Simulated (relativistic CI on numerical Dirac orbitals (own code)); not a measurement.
# Mn6+ in a cubic cluster: 2p photoemission with charge transfer

Computed with a charge-transfer multiplet model of a cubic metal-ligand cluster with up to 2 ligand holes, Slater and spin-orbit integrals from Dirac-Coulomb-Breit ions, Slater integrals scaled by 0.8. The ground state mixes d1 with configurations of k ligand holes L, whose averages lie at kΔ + k(k − 1)U_dd/2; a core hole lowers each added d electron by U_cd. 300 K, Lorentzian 0.6 eV and Gaussian 0.8 eV FWHM.

Atomic integrals in eV (Slater integrals scaled, ζ unscaled), ground: F2dd 10.611, F4dd 6.708, zeta_d 0.064; with the core hole: F2dd 10.611, F4dd 6.708, zeta_d 0.092, zeta_core 6.783, F2cd 7.779, G1cd 6.265, G3cd 3.572. Where a configuration has fewer than two d electrons, the dd integrals are those of d2.

Cluster parameters (eV): Δ = -0.1, U_dd = 6.1, U_cd = 7.1, 10Dq(ligand) = 0.1, V(eg) = 3.1, V(t2g) = -1.37, final-state hopping factor = 0.8.

```tsv
Case	n_d	d1	d2L	d3L2	S
10Dq = 0.3 eV	1.93	0.25	0.56	0.19	0.50
10Dq = 0.6 eV	1.93	0.25	0.56	0.18	0.50
10Dq = 1.2 eV	1.92	0.26	0.56	0.18	0.50
```

Weights, n_d and S are thermal averages at 300 K. Binding energies count from the first peak over 30 % of the highest in each spectrum, which can be another peak from case to case. The parameters are a model scan and need not match a compound or its usual spin state. Peaks in eV (height, largest 100):
- 10Dq = 0.3 eV: 0.0 (100), 5.6 (11), 7.3 (11), 11.4 (54), 15.8 (11), 23.2 (5)
- 10Dq = 0.6 eV: 0.0 (100), 5.6 (11), 7.3 (11), 11.4 (54), 15.8 (11), 23.2 (5)
- 10Dq = 1.2 eV: 0.0 (100), 5.5 (12), 7.4 (11), 11.5 (55), 15.9 (11), 23.3 (6)

For the case 10Dq = 1.2 eV, Δ = -0.1 eV is smaller than U_dd = 6.1 eV, the charge-transfer side of the Zaanen-Sawatzky-Allen scheme (negative Δ: between configuration averages a ligand hole costs less than the nominal valence; multiplet and field energies can change this for the lowest states). With the core hole the average of the configuration with one ligand hole lies at Δ − U_cd = -7.2 eV before mixing: it lies below the unscreened one, so the lowest final states are mostly screened and the unscreened weight appears at higher binding energy as a satellite.

With at most 2 ligand holes the space is cut while the next configuration still counts, so covalency is underestimated, and a final configuration with one more ligand hole, which can lie low, is missing from the spectra.
